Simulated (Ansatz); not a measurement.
Consider the formal exchange of groups at the Al–I bond: `[I][Al]1[CH2][CH2]1` + CH₄ → `[CH3][Al]1[CH2][CH2]1` + HI.

Computed with Ansatz on PBE0-D4/def2-TZVP structures; ΔE is electronic, products minus reactants. CCSD(T)/CBS adds triple-zeta CCSD(T) − MP2 to the extrapolated MP2 energy (def2 sets, frozen cores). This one scheme is used for every species. Functionals use def2-TZVPP. Elements past krypton have def2 core potentials. For I outer-core shells are correlated without core-valence functions, which leaves a few kJ/mol of doubt a bond.

| level | ΔE (kcal/mol) |
| --- | --- |
| B97M-V | 36.2 |
| PBE | 35.9 |

What does CCSD(T)/CBS give? (Best estimate.)

Computed: +38.1 kcal/mol. The listed levels differ from it by -1.9, -2.2 kcal/mol.

Largest T1 diagnostic among the species: 0.010.

From PBE to PBE0 (25 % exact exchange), in def2-TZVPP and without D4, ΔE moves by +1.1 kcal/mol. At CCSD(T), def2-SVP lies −0.9 kcal/mol from the extrapolated value and def2-TZVPP −0.8 kcal/mol.
